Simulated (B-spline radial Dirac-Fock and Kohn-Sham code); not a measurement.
Dipole and non-dipole photoemission parameters of Os⁶⁺ 4f5/2

System: Os⁶⁺, configuration [Xe] 4f14 5d2; threshold 150.1 eV (orbital energy of the model). Method: Dirac-Hartree-Slater photoionisation with a Latter tail; cross sections with all multipoles, angular parameters from the dipole term and its interference with E2. Computed with an atomic code on a B-spline grid.

Input file task.json (cfg lists n, l and occupation; rrms is the nuclear radius in fm):

```json
{"items": [{
  "Z": 76,
  "q": 6,
  "cfg": [[1, 0, 2], [2, 0, 2], [2, 1, 6], [3, 0, 2], [3, 1, 6], [3, 2, 10], [4, 0, 2], [4, 1, 6], [4, 2, 10], [4, 3, 14], [5, 0, 2], [5, 1, 6], [5, 2, 2]],
  "A": 192,
  "rrms": 5.4126,
  "do": "xps",
  "hv": [60, 61.2, 92.0, 118.0, 153.0, 196.0, 247.0, 253.0, 318.0, 358.0, 400, 475.0, 800, 893.0, 1000, 1110.0, 1253.6, 1980.0, 2480.0, 2580.0, 2984.4, 4110.0, 5414.7, 6020.0, 6620.0, 7500.0, 7550.0, 8047.8, 8910.0, 10700.0]
}]}
```

Launch: `python xray2_run.py task.json out`

For linearly polarised light dσ/dΩ = σ/(4π) [1 + β P₂(cos θ) + (δ + γ cos²θ) sin θ cos φ], with θ from the polarisation vector and φ the angle between the beam and the projection of the electron momentum on the plane normal to the polarisation.

| hν (eV) | σ (kb) | β | γ | δ |
| --- | --- | --- | --- | --- |
| 196 | 2430 | 0.410 | 0.000 | 0.007 |
| 247 | 2560 | 0.315 | -0.005 | 0.013 |
| 253 | 2550 | 0.318 | -0.005 | 0.014 |
| 318 | 2280 | 0.399 | -0.004 | 0.019 |
| 358 | 2040 | 0.461 | -0.002 | 0.022 |
| 400 | 1770 | 0.523 | 0.000 | 0.025 |
| 475 | 1350 | 0.621 | 0.005 | 0.029 |
| 800 | 441 | 0.888 | 0.056 | 0.049 |
| 893 | 332 | 0.932 | 0.078 | 0.054 |
| 1000 | 244 | 0.970 | 0.105 | 0.060 |
| 1110 | 182 | 1.000 | 0.136 | 0.066 |
| 1253.6 | 127 | 1.028 | 0.179 | 0.074 |
| 1980 | 29.7 | 1.065 | 0.409 | 0.111 |
| 2480 | 13.7 | 1.048 | 0.556 | 0.134 |
| 2580 | 11.9 | 1.043 | 0.584 | 0.139 |
| 2984.4 | 7.08 | 1.019 | 0.689 | 0.158 |
| 4110 | 2.14 | 0.945 | 0.929 | 0.209 |
| 5414.7 | ? | ? | ? | ? |
| 6020 | 0.479 | 0.834 | 1.216 | 0.293 |
| 6620 | 0.326 | 0.805 | 1.286 | 0.318 |
| 7500 | 0.195 | 0.766 | 1.376 | 0.355 |
| 7550 | 0.190 | 0.764 | 1.381 | 0.357 |
| 8047.8 | 0.146 | 0.744 | 1.427 | 0.377 |
| 8910 | 0.0950 | 0.713 | 1.500 | 0.412 |
| 10700 | 0.0434 | 0.656 | 1.626 | 0.481 |

Problem. Give the values at Cr Kα (5414.7 eV).

Solution. σ = 0.732 kb, β = 0.866, γ = 1.138, δ = 0.267.
